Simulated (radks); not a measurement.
Results of a calculation; reference values are marked as such.
These are the eigenvalues of the occupied orbitals of an atom or ion with whole-number occupations (eV). Code: a radial shooting solver on a logarithmic mesh with Libxc functionals. Model: scalar-relativistic Kohn-Sham, r2SCAN, spin-polarised, spherical densities, finite nucleus; meta-GGA in the generalised Kohn-Sham scheme; Fermi nuclear charge, rms radius of each element as measured or else 0.836 A^(1/3) + 0.57 fm.

1s down: -22075.18
1s up: -22075.16
2s up: -3266.802
2s down: -3266.174
2p up: -2932.762
2p down: -2932.306
3s up: -656.0057
3s down: -655.8225
3p up: -545.2740
3p down: -545.0206
3d up: -367.8434
3d down: -367.3383
4s up: -165.8446
4s down: -163.2475
4p up: -133.5402
4p down: -130.7555
4d up: -85.1318

Which element is it, and in what charge state? The configuration may be excited. Open shells, if any, are filled with parallel spins first.

Answer. Z = 44, ruthenium, charge +6: Ru6+ in [Kr] 4d2. The list shows which subshells hold electrons but not how many an open one holds; the 1s level, -811.25 hartree, gives Z - s = 40.3 by -(Z - s)^2/2, which with screening and relativity narrows Z to a few neighbours, and the depths of the outer levels then fix element, charge and occupations together.
